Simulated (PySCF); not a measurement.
Species: C6H11FN2Si.
Atom-mapped SMILES: `[CH3:1][CH2:2][c:3]1[n:4][n:5]([SiH3:6])[c:7]([CH3:8])[c:9]1[F:10]`

NICS is the negative of the GIAO shielding at a point without a nucleus: at the ring centre (0) and 1 Å above and below it (1); zz is the component along the ring normal. Level: GIAO PBE0/pcSseg-1 (PySCF, non-relativistic, gas phase) on the GFN2-xTB geometry, one conformer.

Ring bond lengths (Å), with Mayer bond orders in brackets: C3–N4 1.315 (1.56), N4–N5 1.350 (1.16), N5–C7 1.360 (1.03), C7–C9 1.373 (1.42), C9–C3 1.412 (1.21).

Problem. What do the NICS probes read (ppm)?

Solution. 
| ring | type | NICS(0) | NICS(1), two faces | NICS(1)zz, two faces | rms pucker (Å) | centre to ring atoms, mean (Å) |
| --- | --- | --- | --- | --- | --- | --- |
| C3–N4–N5–C7–C9 | 5-membered ring with 2 N; formal bonds all aromatic | -13.6 | -11.0 / -11.1 | -25.9 / -26.3 | 0.00 | 1.16 |

Problem. What do they say, and how far can they be read as aromaticity?

Solution. 
- C3–N4–N5–C7–C9: mean NICS(1)zz -26.1 ppm, shielded. The ring is flat and has no four-coordinate atom; by the NICS criterion it is aromatic.

Problem. How equal are the bonds by HOMA? HOMA takes Krygowski's 1993 parameters.

Solution. 
- C3–N4–N5–C7–C9: HOMA 0.90; the largest term is that of N4–N5, α(R − Ropt)² = 0.22. The geometric and the magnetic index point the same way.

Problem. List the ring angles and the Hirshfeld charges of the ring atoms.

Solution. 
- C3–N4–N5–C7–C9: C3 108.6° (+0.018 e), N4 107.8° (-0.149 e), N5 110.9° (-0.070 e), C7 105.8° (+0.015 e), C9 106.9° (+0.032 e); sum 540.0° against 540° for a flat convex ring.

The run took 99 s of wall time on one thread of an Arm Neoverse N1, shared host with 64 logical CPUs at a one-minute load of 61, and the process peaked at 0.97 GiB of memory. This is the whole shielding run at PBE0/pcSseg-1, SCF included.

The values belong to the conformer `[CH3:1][CH2:2][c:3]1[n:4][n:5]([SiH3:6])[c:7]([CH3:8])[c:9]1[F:10]`: C1–C2–C3–N4 112°.
